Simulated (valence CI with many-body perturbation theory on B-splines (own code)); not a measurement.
## K XV: electric-dipole lines

Computed by valence CI with perturbative core correlation (CI+MBPT): three valence electrons over a frozen Dirac-Fock core [He], radial functions for each j: 11 s, 11 p, 9 d, 7 f, 5 g, 2 h, 1 i, with the one-electron correlation potential Σ1, the two-electron term Σ2, the three-electron term Σ3, Breit, model QED; selected CI, second order for the rest (own B-spline code, finite nucleus).

No measured spectrum was set against this ion. As an estimate, levels of excited configurations hold to 0.05 to 0.15 % of their energy, terms of the ground configuration to about 0.5 %.

Lines 1 to 50 of 257 in falling wavelength, among levels below 582.23 eV, chosen from the strongest by gf and those to the six lowest levels. Wavelengths and rates use the calculated energies, so an error of 400 cm⁻¹ moves a line at 1169 Å by 0.47 % and its rate by three times that or more. Electric multipoles are in the length gauge, E1 and E2 with the static RPA response of the core. Weak lines are less certain than strong ones. Lines between different terms over intervals too small for the method are left out, as are lines whose strength nearly cancels. Where a level lies close to another of its J and parity, the split of strength between their lines is uncertain. The highest levels of a list are the least certain.

Names give the largest LS component (configuration and term), which can be under half, so a name can repeat, a term be missing and a line seem to break the LS rules; names also repeat where a configuration has a term twice. Letters in brackets count levels of one name in rising energy.

```
λ vac (Å)                 Upper                 Lower   A (s⁻¹)  log gf  Branch %
     1169      2s.2p.3d 4D°_7/2       2s.2p.3p 4P_5/2  1.30e+08   -0.67       0.0
     1060        2p2.3p 4D°_3/2         2p2.3s 4P_3/2  1.33e+08   -1.05       0.0
     1056      2s.2p.3d 4F°_9/2       2s.2p.3p 4D_7/2  2.74e+08   -0.34      99.7
     1051      2s.2p.3d 4P°_5/2       2s.2p.3p 4P_5/2  8.43e+07   -1.08       0.0
     1026      2s.2p.3d 4F°_7/2       2s.2p.3p 4D_5/2  2.76e+08   -0.46       0.1
     1008  2s.2p.3d 2F°_7/2 [b]   2s.2p.3p 2D_5/2 [b]  2.63e+08   -0.49       0.0
    973.3      2s.2p.3d 4F°_5/2       2s.2p.3p 4D_3/2  2.34e+08   -0.70       0.1
    968.0  2s.2p.3d 2P°_3/2 [a]   2s.2p.3p 2S_1/2 [a]  1.89e+08   -0.97       0.0
    967.7      2s.2p.3d 4P°_3/2       2s.2p.3p 4P_3/2  1.47e+08   -1.08       0.0
    960.8  2s.2p.3d 2F°_5/2 [b]   2s.2p.3p 2D_3/2 [b]  2.05e+08   -0.77       0.0
    950.7      2s.2p.3d 4F°_3/2       2s.2p.3p 4D_1/2  2.31e+08   -0.90       0.1
    947.6        2p2.3p 4D°_3/2         2p2.3s 4P_1/2  3.16e+08   -0.77       0.0
    947.4        2p2.3p 4D°_5/2         2p2.3s 4P_3/2  4.48e+08   -0.44       0.1
    938.1       2s.2p.3p 4D_3/2      2s.2p.3s 4P°_3/2  2.35e+08   -0.91       0.1
    937.6  2s.2p.3d 2P°_3/2 [b]   2s.2p.3p 2S_1/2 [b]  2.08e+08   -0.96       0.0
    886.8  2s.2p.3d 2D°_5/2 [b]   2s.2p.3p 2P_3/2 [b]  2.56e+08   -0.74       0.0
    872.4         2s2.3d 2D_5/2        2s2.3p 2P°_3/2  4.34e+08   -0.53       0.0
    860.4   2s.2p.3p 2D_5/2 [a]  2s.2p.3s 2P°_3/2 [a]  5.35e+08   -0.45       0.0
    851.2  2s.2p.3d 2D°_3/2 [b]   2s.2p.3p 2P_1/2 [b]  2.51e+08   -0.96       0.0
    847.7      2s.2p.3d 4D°_7/2       2s.2p.3p 4D_7/2  1.32e+08   -0.94       0.0
    847.6   2s.2p.3p 2D_3/2 [a]  2s.2p.3s 2P°_1/2 [a]  3.80e+08   -0.79       0.0
    846.2       2s.2p.3p 4D_7/2      2s.2p.3s 4P°_5/2  6.33e+08   -0.26      58.0
    844.2   2s.2p.3p 2D_3/2 [b]  2s.2p.3s 2P°_3/2 [b]  3.12e+08   -0.88       0.1
    840.6      2s.2p.3d 4D°_5/2   2s.2p.3p 2P_3/2 [a]  2.26e+08   -0.84       0.0
    832.0       2s.2p.3p 4D_5/2      2s.2p.3s 4P°_3/2  5.43e+08   -0.47      23.2
    831.3      2s.2p.3d 4P°_5/2       2s.2p.3p 4S_3/2  2.26e+08   -0.85       0.0
    830.9         2s2.3d 2D_3/2        2s2.3p 2P°_1/2  4.14e+08   -0.77       0.0
    826.6        2s2.3p 2P°_1/2         2s2.3s 2S_1/2  6.13e+08   -0.90       1.0
    816.5   2s.2p.3p 2D_5/2 [b]  2s.2p.3s 2P°_3/2 [b]  4.60e+08   -0.56       0.2
    792.2   2s.2p.3p 2P_3/2 [b]  2s.2p.3s 2P°_1/2 [b]  3.22e+08   -0.92       0.1
    779.0   2s.2p.3p 2P_3/2 [a]      2s.2p.3s 4P°_1/2  2.69e+08   -1.01       0.0
    775.4        2s2.3p 2P°_3/2         2s2.3s 2S_1/2  7.41e+08   -0.57       1.2
    762.8  2s.2p.3d 2F°_7/2 [a]   2s.2p.3p 2D_5/2 [a]  7.29e+08   -0.29       0.0
    759.2  2s.2p.3d 2F°_5/2 [a]   2s.2p.3p 2D_3/2 [a]  6.63e+08   -0.46       0.0
    756.5  2s.2p.3d 2D°_3/2 [a]   2s.2p.3p 2P_1/2 [a]  3.24e+08   -0.95       0.0
    748.5  2s.2p.3d 2D°_5/2 [a]   2s.2p.3p 2P_3/2 [a]  1.98e+08   -1.00       0.0
    694.8       2s.2p.3p 4S_3/2      2s.2p.3s 4P°_3/2  5.28e+08   -0.82       0.2
    691.4       2s.2p.3p 4P_3/2      2s.2p.3s 4P°_5/2  9.40e+08   -0.57       0.8
    686.6   2s.2p.3p 2S_1/2 [a]  2s.2p.3s 2P°_3/2 [a]  9.25e+08   -0.88       0.0
    664.2       2s.2p.3p 4P_5/2      2s.2p.3s 4P°_5/2  1.05e+09   -0.38       0.6
    659.0       2s.2p.3p 4P_1/2      2s.2p.3s 4P°_3/2  1.23e+09   -0.79       3.6
    654.5       2s.2p.3p 4S_3/2      2s.2p.3s 4P°_1/2  3.51e+08   -1.04       0.1
    591.6       2s.2p.3p 4P_5/2      2s.2p.3s 4P°_3/2  3.80e+08   -0.92       0.2
    496.4  2s.2p.3d 2P°_3/2 [a]   2s.2p.3p 2P_3/2 [a]  6.78e+08   -1.00       0.0
    408.3         2s.2p2 4P_5/2        2s2.2p 2P°_3/2  3.91e+06   -3.23     100.0
    359.5           2p3 2D°_5/2         2s.2p2 2P_3/2  1.84e+09   -0.67      18.8
    349.8           2p3 2D°_3/2         2s.2p2 2P_1/2  1.32e+09   -1.01      13.6
    343.7   2s.2p.3p 2D_5/2 [b]  2s.2p.3s 2P°_3/2 [a]  8.13e+08   -1.06       0.4
    343.2         2p2.3s 2D_5/2  2s.2p.3s 2P°_3/2 [b]  3.00e+09   -0.50       0.4
    338.4         2p2.3s 2D_3/2  2s.2p.3s 2P°_1/2 [b]  1.59e+09   -0.96       0.2
```

(1) How does gf follow from A for the line at 591.6 Å?

Answers

(1) gf = 1.4992 × (2J+1)_upper × A / σ², with σ = 169037 cm⁻¹ and 2J+1 = 6: gf = 0.120.
